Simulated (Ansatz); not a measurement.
Ansatz (a program for electronic structure) input:

Ansatz 0.2 input:
```yaml
crystal:
  periodic: [false, false, false]
  atoms:
    - {symbol: In, position_ang: [-0.00000000, -0.00000000, -0.67617906]}
    - {symbol: Cl, position_ang: [0.00000000, 0.00000000, 1.94898670]}
basis:
  gaussian:
    orbitals: def2-TZVPD
hamiltonian:
  xc: {name: BLYP}
total_charge: -1
magnetization: {spin_polarized: true, initial_magnetization: 1}
output: {forces: true}
```

Q: Which total energy does the run end on?

A: -650.40801 Eh (BLYP/def2-TZVPD). The basis has 102 functions.
